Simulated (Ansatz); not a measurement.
`NB(O)Cl` and `N[SiH2]B(O)Cl` differ in one atom or group.

Ansatz, PBE0-D4/def2-TZVP geometries, multiplicity 1. Each molecule was computed in one conformer, which needn't be the lowest.

| property | `NB(O)Cl` |
| --- | --- |
| HOMO–LUMO gap (ωB97M-V/def2-TZVPP) / eV | 12.58 |
| HOMO energy (PBE0/def2-TZVPP) / eV | -8.09 |
| LUMO energy (ωB97M-V/def2-TZVPP) / eV | 2.13 |
| HOMO energy (B3LYP/def2-TZVPP) / eV | -7.83 |
| size of the dipole moment (ωB97M-V/def2-TZVPP) / D | 1.10 |
| LUMO energy (B3LYP/def2-TZVPP) / eV | 0.41 |

Question: Give the same properties after the change, and the shifts. (Estimate.)

Answer: Ansatz gave: 
| property | `N[SiH2]B(O)Cl` | shift |
| --- | --- | --- |
| HOMO–LUMO gap (ωB97M-V/def2-TZVPP) / eV | 10.46 | -2.12 |
| HOMO energy (PBE0/def2-TZVPP) / eV | -7.12 | 0.97 |
| LUMO energy (ωB97M-V/def2-TZVPP) / eV | 1.08 | -1.05 |
| HOMO energy (B3LYP/def2-TZVPP) / eV | -6.90 | 0.93 |
| size of the dipole moment (ωB97M-V/def2-TZVPP) / D | 1.52 | 0.42 |
| LUMO energy (B3LYP/def2-TZVPP) / eV | -1.11 | -1.52 |

With PBE0 the HOMO rises by 0.97 eV and the LUMO falls by 1.72 eV, so the gap narrows by about 2.69 eV. PBE moves the HOMO by 0.87 eV and ωB97M-V by 1.08 eV. Dipoles are sizes alone; their direction can turn.

B3LYP here is the variant with VWN-RPA as its local correlation; programs differ in this.
